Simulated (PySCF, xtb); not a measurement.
CH5N2S, SMILES C(=S)([NH3+])N, charge +1.

The structure is a stationary point at B3LYP-D3(BJ)/def2-SVP. The isomer is the one that the SMILES or the coordinates give; other isomers of the formula were not compared. The values are those of a single conformer.

Calculation: IEF-PCM-ωB97X/def2-SVP (PySCF).

The values are the electrostatic part of the solvation free energy, E(continuum) − E(gas) at the gas-phase geometry, in a cavity of scaled van der Waals radii (PySCF's table); cavitation and dispersion terms are not included. In vacuum the orbital gap is 10.02 eV.

```tsv
solvent	ε	ΔG(elec) (kcal/mol)	gap (eV)
water	78.36	-78.1	10.31
acetone	20.49	…	…
cyclohexanone	15.62	-73.5	10.29
```

Q: Some entries are withheld; supply them. (Estimate from the structure and the level; the computed values follow.)

A: 
- acetone, ΔG(elec) (kcal/mol): -74.8
- acetone, gap (eV): 10.29

For comparison, GFN2-xTB/ALPB(water) (xtb, at the GFN2-xTB geometry, all terms of that model) gives -79.3 kcal/mol.
